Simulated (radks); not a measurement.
Values are calculated unless marked as measured or tabulated.
Species: the tin ion Sn22+. Configuration: [Ar] 3d10 (the NIST ground configuration).

Level of theory: scalar-relativistic Kohn-Sham, LB94 model potential, spin-polarised, spherical densities, finite nucleus; Fermi nuclear charge, rms radius 4.6519 fm (a radial shooting solver on a logarithmic mesh with Libxc functionals).

Energy parts (eV):
| part | energy |
|---|---|
| kinetic | 169899.679 |
| electron-nucleus | -372878.471 |
| Hartree | 44627.152 |
(The LB94 potential has no energy functional, so no total or exchange-correlation energy is given.)

Orbitals (lengths in bohr, moments of r in powers of bohr; r(90%) holds 90 % of the orbital's charge):
orbital  occ.  eigenvalue (eV)  r(90%)
1s          2        -29840.93  0.0521
2s          2        -5084.286   0.193
2p          6        -4640.769   0.177
3s          2        -1491.042   0.491
3p          6        -1345.219   0.497
3d         10        -1123.066   0.479

The highest occupied level is 3d at -1123.1 eV. Summed over all electrons, <r^2> = 2.247 bohr^2, which gives a Langevin (diamagnetic) susceptibility term of -1.78 x 10^-6 cm^3/mol. The electron density at the nucleus is 1.959e+05 e/bohr^3 (large components only).
